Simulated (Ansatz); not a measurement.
Basis-set series for FH4InOSi, SMILES `O[SiH2][InH][F]`. Total charge 0; spin multiplicity 1. In takes the def2 core potential. The structure was optimised at the PBE0-D4/def2-TZVP level. It is one conformer, not always the lowest.

```csv
functional,basis,functions,energy (Eh),HOMO (eV),LUMO (eV)
PBE0-D4,def2-SVP,92,-656.62350,-7.60,-2.04
PBE0-D4,def2-TZVPP,210,-656.96385,-7.69,-2.13
ωB97M-V,def2-SVP,92,-656.78616,-9.57,-0.41
ωB97M-V,def2-TZVPP,210,-657.13305,-9.69,-0.58
```

Q: Give the rows for def2-QZVPP. (Best estimate.)

A: Computed: 
```tsv
functional	basis	functions	energy (Eh)	HOMO (eV)	LUMO (eV)
PBE0-D4	def2-QZVPP	386	-656.98596	-7.71	-2.16
ωB97M-V	def2-QZVPP	386	-657.15405	-9.72	-0.63
```
